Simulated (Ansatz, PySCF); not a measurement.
Species: N$_{2}$H, net charge 0, doublet state. It need not be the lowest isomer of its formula. 
Coordinates optimised at B3LYP-D3(BJ)/def2-TZVP (Ansatz, a first-principles code):
SMILES: [N][NH]
```xyz
3

N     -0.0579    -0.0320    -0.5110
N     -0.0606    -0.0052     0.6555
H      0.8295     0.2602    -1.0114
```
Charge 0, spin multiplicity 2.

Total electronic energies in hartree. Cores are frozen in the correlated levels unless marked. Open shells are spin-unrestricted. No spin-orbit coupling. No relativistic terms. CBS(X,Y): correlation extrapolated as X^-3; Hartree-Fock from the larger set. The bracket is a focal-point correction in the basis named.

The UHF reference is spin-contaminated (<S^2> 0.10 over the pure value in the largest basis). 

```
level                                                     program  energy (Eh)
-------------------------------------------------  --------------  -----------
HF/def2-QZVPPD                                             Ansatz   -109.47746
r2SCAN0-D4/def2-TZVPD                              Ansatz + dftd4          ___
MN15/def2-TZVPD                                             PySCF          ___
B2GP-PLYP-D3(BJ)/def2-TZVPD                        Ansatz + dftd3          ___
RPA@PBE/cc-pVQZ                                            Ansatz   -110.09079
MP2/cc-pVDZ                                                Ansatz   -109.72542
MP2/def2-SVPD                                              Ansatz   -109.64464
MP2/CBS(cc-pVTZ,cc-pVQZ)                                   Ansatz    -109.8793
RI-MP2/cc-pVQZ                                             Ansatz   -109.86037
RI-MP2/def2-TZVPP                                          Ansatz   -109.82990
SCS-MP2/def2-QZVPP                                         Ansatz   -109.85589
CCSD(T)/6-31G                                              Ansatz   -109.58167
CCSD(T)/def2-SVPD                                          Ansatz   -109.68299
RI-MP2/CBS(cc-pVTZ,cc-pVQZ)+[CCSD(T)-MP2]/cc-pVQZ          Ansatz    -109.9159
CCSD(T)/CBS(aug-cc-pVTZ,aug-cc-pVQZ)                       Ansatz    -109.9155
```

Question: Fill in the missing entries.

Answer: 
- r2SCAN0-D4/def2-TZVPD, energy (Eh): -109.99876
- MN15/def2-TZVPD, energy (Eh): -109.94636
- B2GP-PLYP-D3(BJ)/def2-TZVPD, energy (Eh): -109.97420
